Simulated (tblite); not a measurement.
Species: C₅H₁₃BrSi₂.
SMILES with atom numbers: `[Br:1][SiH2:2][CH:3]1[CH2:4][CH2:5][SiH2:6][CH2:7][CH2:8]1` (hydrogens: H9, H10 on Si2; H11 on C3; H12, H13 on C4; H14, H15 on C5; H16, H17 on Si6; H18, H19 on C7; H20, H21 on C8)

Computed with GFN2-xTB (tblite), gas phase: L-BFGS steps from a force-field or distance-geometry start until the largest atomic force falls under 0.01 eV/Å.

Step 32: E = -678.3234 eV
```
atom  x, y, z in Å  |  force x, y, z in eV/Å
Br1     2.9903    1.0550    1.9416    0.019  -0.002   0.054
Si2     2.6720   -0.4116    0.3088    0.017  -0.074  -0.024
C3      0.8630   -0.3144   -0.2747   -0.051   0.041   0.024
C4      0.4261    1.1550   -0.3410   -0.042   0.064  -0.002
C5     -0.9502    1.3861   -0.9648    0.002   0.008  -0.034
Si6    -2.2766    0.4500    0.0208    0.041  -0.050  -0.017
C7     -1.4755   -1.2698    0.1350    0.009  -0.059  -0.007
C8     -0.0299   -1.1771    0.6233   -0.042  -0.027   0.037
H9      2.9987   -1.6986    0.9125    0.023   0.037  -0.054
H10     3.6016    0.0011   -0.7339    0.025  -0.014   0.004
H11     0.8161   -0.7400   -1.2869   -0.032   0.083   0.013
H12     0.4105    1.5753    0.6693    0.034  -0.042  -0.002
H13     1.1691    1.7247   -0.9139    0.016  -0.044   0.019
H14    -1.1413    2.4609   -0.9875   -0.012  -0.049  -0.014
H15    -0.9420    1.0474   -2.0040    0.014   0.012   0.017
H16    -3.5471    0.3723   -0.7021   -0.035   0.025  -0.012
H17    -2.4508    1.0428    1.3510   -0.003  -0.008  -0.007
H18    -1.4794   -1.7312   -0.8568   -0.015  -0.036   0.046
H19    -2.0296   -1.9403    0.7957    0.018   0.044  -0.038
H20    -0.0261   -0.7795    1.6440    0.032   0.010  -0.045
H21     0.3922   -2.1910    0.6630   -0.018   0.082   0.043
```

Step 33: E = -678.3255 eV
```
atom  x, y, z in Å  |  force x, y, z in eV/Å
Br1     2.9928    1.0486    1.9443    0.012  -0.021   0.033
Si2     2.6710   -0.4144    0.3059    0.027  -0.045  -0.021
C3      0.8609   -0.3149   -0.2737   -0.053   0.039   0.035
C4      0.4273    1.1546   -0.3416   -0.040   0.073  -0.007
C5     -0.9495    1.3861   -0.9634   -0.006   0.014  -0.025
Si6    -2.2759    0.4443    0.0207    0.023   0.022  -0.049
C7     -1.4732   -1.2732    0.1331   -0.017  -0.024   0.000
C8     -0.0316   -1.1717    0.6285   -0.043  -0.048   0.043
H9      3.0036   -1.7015    0.9052    0.018   0.030  -0.053
H10     3.5973    0.0055   -0.7371    0.024  -0.017   0.005
H11     0.8044   -0.7420   -1.2847   -0.003   0.081   0.014
H12     0.4160    1.5803    0.6660    0.024  -0.053   0.021
H13     1.1719    1.7191   -0.9160    0.021  -0.018  -0.011
H14    -1.1413    2.4611   -0.9816   -0.017  -0.057  -0.011
H15    -0.9404    1.0534   -2.0050    0.005   0.004   0.032
H16    -3.5446    0.3726   -0.7081   -0.021   0.019  -0.001
H17    -2.4559    1.0369    1.3517    0.005  -0.021  -0.028
H18    -1.4722   -1.7325   -0.8596   -0.006  -0.043   0.052
H19    -2.0299   -1.9435    0.7905    0.018   0.018  -0.026
H20    -0.0307   -0.7691    1.6470    0.018   0.027  -0.044
H21     0.3913   -2.1828    0.6775    0.013   0.022   0.039
```

Step 34: E = -678.3270 eV
```
atom  x, y, z in Å  |  force x, y, z in eV/Å
Br1     2.9964    1.0419    1.9471    0.004  -0.041   0.011
Si2     2.6711   -0.4175    0.3028    0.014   0.001  -0.016
C3      0.8584   -0.3154   -0.2717   -0.035   0.024   0.035
C4      0.4281    1.1547   -0.3432   -0.018   0.047   0.001
C5     -0.9496    1.3868   -0.9617   -0.006   0.011  -0.008
Si6    -2.2759    0.4398    0.0194   -0.001   0.064  -0.063
C7     -1.4717   -1.2761    0.1309   -0.031   0.013   0.006
C8     -0.0343   -1.1676    0.6345   -0.027  -0.035   0.028
H9      3.0115   -1.7036    0.8968    0.013   0.009  -0.044
H10     3.5949    0.0095   -0.7397    0.021  -0.017   0.002
H11     0.7950   -0.7441   -1.2815    0.017   0.074   0.012
H12     0.4229    1.5835    0.6625    0.012  -0.043   0.041
H13     1.1749    1.7124   -0.9205    0.015   0.003  -0.027
H14    -1.1418    2.4612   -0.9734   -0.026  -0.039  -0.015
H15    -0.9405    1.0604   -2.0049   -0.001  -0.004   0.026
H16    -3.5437    0.3720   -0.7134   -0.005   0.014   0.007
H17    -2.4632    1.0319    1.3509    0.013  -0.032  -0.044
H18    -1.4647   -1.7331   -0.8623    0.001  -0.052   0.043
H19    -2.0309   -1.9469    0.7836    0.006  -0.010  -0.001
H20    -0.0363   -0.7570    1.6489    0.001   0.037  -0.024
H21     0.3903   -2.1758    0.6943    0.034  -0.021   0.032
```

**Question.** Estimate the geometry and energy of step 35. (The exact step hangs on the optimiser's Hessian estimate; all steps are aligned on step 34, rigid shifts and turns removed.)

**Answer.** E = -678.3282 eV, largest force 0.090 eV/Å
```
atom  x, y, z in Å  |  force x, y, z in eV/Å
Br1     2.9997    1.0354    1.9495   -0.001  -0.054  -0.005
Si2     2.6716   -0.4200    0.2999   -0.007   0.038  -0.012
C3      0.8558   -0.3156   -0.2691   -0.007   0.008   0.025
C4      0.4287    1.1555   -0.3446    0.011   0.009   0.016
C5     -0.9497    1.3877   -0.9601    0.003   0.005   0.009
Si6    -2.2761    0.4372    0.0172   -0.019   0.066  -0.058
C7     -1.4709   -1.2782    0.1291   -0.032   0.034   0.010
C8     -0.0370   -1.1648    0.6400   -0.005  -0.007   0.005
H9      3.0190   -1.7052    0.8887    0.009  -0.013  -0.036
H10     3.5934    0.0127   -0.7420    0.018  -0.016  -0.003
H11     0.7879   -0.7450   -1.2781    0.028   0.061   0.006
H12     0.4292    1.5852    0.6600    0.000  -0.023   0.050
H13     1.1777    1.7067   -0.9254   -0.001   0.017  -0.029
H14    -1.1426    2.4610   -0.9660   -0.035  -0.006  -0.022
H15    -0.9410    1.0665   -2.0043   -0.003  -0.012   0.008
H16    -3.5432    0.3713   -0.7177    0.002   0.011   0.007
H17    -2.4696    1.0272    1.3492    0.020  -0.036  -0.050
H18    -1.4580   -1.7342   -0.8640    0.005  -0.055   0.029
H19    -2.0320   -1.9501    0.7772   -0.010  -0.027   0.022
H20    -0.0416   -0.7457    1.6502   -0.015   0.038   0.001
H21     0.3899   -2.1707    0.7097    0.038  -0.040   0.025
```

The energy changes by -0.0012 eV. The first-order estimate −F·Δx gives -0.0016 eV and the mean of the old and new forces, exact on a quadratic surface, -0.0012 eV. The step makes an angle of 78° with the force vector and moves no atom by more than 0.016 Å.

The cost below is that of the whole relaxation. The run took 2.3 s of wall time on one thread, Arm Neoverse N1 (aarch64), shared host.
